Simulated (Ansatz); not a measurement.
Cost and result for the atomization energy of C2H4Zn (`C=[CH][ZnH]`) (7 atoms, 6 bonds).

| atom | x (Å) | y (Å) | z (Å) |
| --- | --- | --- | --- |
| C1 | 0.5150 | 0.2948 | -1.0444 |
| C2 | -0.4119 | 0.3614 | -0.0878 |
| Zn3 | -0.3800 | -0.7028 | 1.5213 |
| H4 | 1.3704 | -0.3746 | -0.9885 |
| H5 | 0.4709 | 0.9090 | -1.9429 |
| H6 | -1.2226 | 1.0709 | -0.2587 |
| H7 | -0.3417 | -1.5587 | 2.8009 |

Charge 0, multiplicity 1. For Zn the d shell is correlated and the shells below it are frozen. Scalar relativity is left out up to krypton. Geometry: relaxed with PBE0-D4/def2-TZVP. Program: Ansatz. All runs use 2 threads of an Arm Neoverse V1 on a shared host. Times are those of one run each, without the atoms' runs, and a repeat can differ threefold. Electronic energies, without spin–orbit coupling; frozen cores. CCSD(T)/CBS adds CCSD(T) − MP2 in def2-TZVPP to the MP2 limit, and its time is that of the two runs behind it. T1 = 0.015. With those shells the extrapolation isn't a true limit. HSE06 is the plane-wave form, built on full-range PBE exchange.

CCSD(T)/CBS is a level of theory with its own doubt, some kJ/mol a heavy atom from the limit and from the frozen cores, so smaller differences don't rank the functionals.

```
                             level  functions  wall time
                  CCSD(T)/def2-SVP         79      2.2 s
   PBE-D4/def2-TZVPP (with forces)        182      2.8 s
               HSE06-D4/def2-TZVPP        182      3.2 s
           CAM-B3LYP-D4/def2-TZVPP        182      3.4 s
             r2SCANh-D4/def2-TZVPP        182      5.5 s
                 B2PLYP/def2-TZVPP        182      5.5 s
r2SCAN-D4/def2-TZVPP (with forces)        182      5.5 s
                ωB97X-V/def2-TZVPP        182      8.5 s
                 B97M-V/def2-TZVPP        182       10 s
  ωB97M-V/def2-TZVPP (with forces)        182       12 s
                    MP2/def2-QZVPP        334       16 s
                CCSD(T)/def2-TZVPP        182       53 s
                 CCSD(T)/CBS(def2)          –       69 s
```

Problem. What atomization energy does each give, and how far from CCSD(T)/CBS? (An estimate is asked.)

Solution. Computed: 
```
                             level  atomization (kcal/mol)  difference from CCSD(T)/CBS  per bond
                  CCSD(T)/def2-SVP                   527.5                        -23.1      -3.8
   PBE-D4/def2-TZVPP (with forces)                   562.7                         12.1       2.0
               HSE06-D4/def2-TZVPP                   555.2                          4.6       0.8
           CAM-B3LYP-D4/def2-TZVPP                   554.3                          3.7       0.6
             r2SCANh-D4/def2-TZVPP                   553.4                          2.8       0.5
                 B2PLYP/def2-TZVPP                   546.6                         -4.0      -0.7
r2SCAN-D4/def2-TZVPP (with forces)                   556.6                          6.0       1.0
                ωB97X-V/def2-TZVPP                   554.1                          3.5       0.6
                 B97M-V/def2-TZVPP                   552.5                          1.9       0.3
  ωB97M-V/def2-TZVPP (with forces)                   553.7                          3.1       0.5
                    MP2/def2-QZVPP                   554.3                          3.7       0.6
                CCSD(T)/def2-TZVPP                   539.6                        -11.0      -1.8
                 CCSD(T)/CBS(def2)                   550.6                          0.0       0.0
```

From r2SCAN to r2SCAN0 (25 % exact exchange), in def2-TZVPP and without D4, the atomization energy moves by −7.8 kcal/mol: exact exchange takes away binding that semilocal exchange gives to molecules. At CCSD(T), def2-SVP lies −23.1 kcal/mol from the extrapolated value and def2-TZVPP −11.0 kcal/mol: correlation converges slowly with the basis, and small sets miss more of it in the bonded molecule than in its fragments. The D4 term adds +4.0 kcal/mol with B3LYP and +2.0 kcal/mol with PBE0; it sums over pairs of atoms, weighted by their polarisabilities, and B3LYP, whose exchange is more repulsive, gets the larger term.

B3LYP here is the variant with VWN-RPA as its local correlation; programs differ in this.
